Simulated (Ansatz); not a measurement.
Relaxation of the cluster Sr3S4 with RKS PBE-D4/def2-SVP.

```sh
$ ansatz run in.yaml --threads 4 --pin off --events-out ev --progress --plain --max-ram 4787MiB
```

```yaml
crystal:
  periodic: [false, false, false]
  atoms:
    - {symbol: Sr, position_ang: [1.699010, -1.845640, -0.230780]}
    - {symbol: Sr, position_ang: [-2.732740, -0.929380, 0.292640]}
    - {symbol: Sr, position_ang: [0.240980, 2.515060, -0.088930]}
    - {symbol: S, position_ang: [2.102440, 0.687340, 0.659280]}
    - {symbol: S, position_ang: [1.541620, 0.569230, -1.467500]}
    - {symbol: S, position_ang: [-0.727040, -2.593570, 0.346230]}
    - {symbol: S, position_ang: [-2.124260, 1.596970, 0.489060]}
basis:
  gaussian: {orbitals: def2-SVP}
hamiltonian: {xc: pbe, dispersion: d4}
scf: {lower_state_search: "off"}
output: {orbitals: {seedname: orbitals}}
relax: {f_tol: 0.02, max_steps: 100}
```

Run time 11 s (4 threads of INTEL XEON PLATINUM 8581C on a shared host).

Positions (Å) and forces (eV/Å) at steps 1, 2, 3, 4, 5, 6, 7, 8 of 8:

```xyz
7
step=1 energy=-45825.5903 eV
Sr    1.699   -1.846   -0.231    0.034   -0.841    0.060
Sr   -2.733   -0.929    0.293   -0.313   -0.108   -0.032
Sr    0.241    2.515   -0.089   -0.478    0.695    0.111
S     2.102    0.687    0.659    0.832    0.265    0.301
S     1.542    0.569   -1.468    0.537    0.195   -0.683
S    -0.727   -2.594    0.346   -0.049   -0.861    0.094
S    -2.124    1.597    0.489   -0.563    0.654    0.149
7
step=2 energy=-45825.9457 eV
Sr    1.686   -1.958   -0.217   -0.207    0.557    0.038
Sr   -2.751   -0.936    0.296    0.394    0.131    0.046
Sr    0.163    2.596   -0.068    0.168   -0.578    0.002
S     2.257    0.740    0.625    0.074    0.028   -0.087
S     1.687    0.619   -1.515    0.065    0.021    0.044
S    -0.770   -2.781    0.362   -0.224   -0.142   -0.024
S    -2.273    1.720    0.516   -0.268   -0.017   -0.020
7
step=3 energy=-45826.1086 eV
Sr    1.541   -1.830   -0.181    0.081    0.093    0.005
Sr   -2.641   -0.899    0.312   -0.147   -0.049    0.062
Sr    0.124    2.402   -0.043    0.117   -0.030    0.002
S     2.403    0.789    0.586    0.004    0.004   -0.068
S     1.824    0.665   -1.556   -0.006   -0.004    0.071
S    -0.839   -2.913    0.359   -0.049    0.068   -0.033
S    -2.411    1.785    0.521    0.001   -0.081   -0.039
7
step=4 energy=-45826.1359 eV
Sr    1.539   -1.792   -0.172   -0.014    0.029    0.008
Sr   -2.743   -0.934    0.342   -0.031   -0.013    0.055
Sr    0.144    2.367   -0.035    0.007   -0.034    0.006
S     2.456    0.807    0.572    0.033    0.012   -0.032
S     1.866    0.679   -1.563    0.025    0.008    0.034
S    -0.859   -2.868    0.349   -0.035    0.077   -0.033
S    -2.403    1.740    0.507    0.016   -0.079   -0.038
7
step=5 energy=-45826.1495 eV
Sr    1.520   -1.757   -0.205   -0.038    0.113    0.070
Sr   -2.874   -0.986    0.484    0.105    0.040    0.007
Sr    0.157    2.344   -0.071    0.032   -0.124    0.064
S     2.522    0.830    0.595   -0.119   -0.038   -0.056
S     1.961    0.713   -1.544    0.065    0.024   -0.063
S    -0.899   -2.804    0.295   -0.028    0.006   -0.010
S    -2.386    1.661    0.446   -0.016   -0.022   -0.012
7
step=6 energy=-45826.1508 eV
Sr    1.487   -1.710   -0.184    0.014   -0.074   -0.124
Sr   -2.845   -0.979    0.586   -0.078   -0.029   -0.008
Sr    0.156    2.281   -0.055   -0.034    0.075   -0.117
S     2.492    0.820    0.597    0.118    0.039    0.012
S     2.039    0.740   -1.576   -0.034   -0.019    0.169
S    -0.921   -2.807    0.240    0.022   -0.036    0.032
S    -2.409    1.655    0.392   -0.008    0.043    0.035
7
step=7 energy=-45826.1605 eV
Sr    1.494   -1.729   -0.228    0.004   -0.001   -0.004
Sr   -2.852   -0.980    0.577   -0.001    0.000   -0.001
Sr    0.147    2.297   -0.095    0.002    0.002   -0.004
S     2.483    0.815    0.617    0.002   -0.001    0.020
S     2.049    0.741   -1.551   -0.002    0.001   -0.017
S    -0.912   -2.808    0.264   -0.003    0.001    0.003
S    -2.408    1.664    0.416   -0.003   -0.002    0.003
7
step=8 energy=-45826.1605 eV
Sr    1.495   -1.730   -0.233    0.000   -0.001   -0.001
Sr   -2.853   -0.979    0.580    0.000    0.000    0.000
Sr    0.146    2.295   -0.099   -0.001    0.000    0.000
S     2.479    0.813    0.621    0.001    0.000    0.003
S     2.054    0.742   -1.550    0.000    0.000   -0.003
S    -0.911   -2.806    0.265    0.000    0.000    0.000
S    -2.409    1.664    0.417    0.000    0.000    0.000
```

In the def2 sets Sr takes a core potential; there is no spin–orbit coupling. Another isomer (singlet) lies 0.34 eV lower at PBE0-D4/def2-TZVP; other spin states weren't run for this one.
